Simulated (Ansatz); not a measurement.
BBrH, SMILES `[BH]Br` radical. Total charge 0; spin multiplicity 2. The geometry is a stationary point of PBE0-D4/def2-TZVP.

```xyz
3

B    -0.207   -0.401   -0.262
Br    0.456    0.029    1.431
H    -0.249    0.372   -1.169
```

Task: What is the dipole moment at PBE/def2-TZVPP? (Estimate.)

Result: Computed: 0.58 D, with components (0.20, 0.54, 0.10) D in this frame, pointing from negative to positive charge.

Task: And with r2SCAN, B3LYP, ωB97M-V? (Best estimate.)

Result: Computed: r2SCAN 0.46 D, B3LYP 0.49 D, ωB97M-V 0.50 D.

Task: Give the Mulliken charges with PBE, r2SCAN, B3LYP in def2-TZVPP. (Best estimate.)

Result: Computed: 
```
atom    PBE  r2SCAN  B3LYP
  B1  -0.04   -0.01  -0.04
 Br2  -0.01   -0.02  -0.03
  H3   0.05    0.03   0.07
```

B3LYP here is the variant with VWN-RPA as its local correlation; programs differ in this.
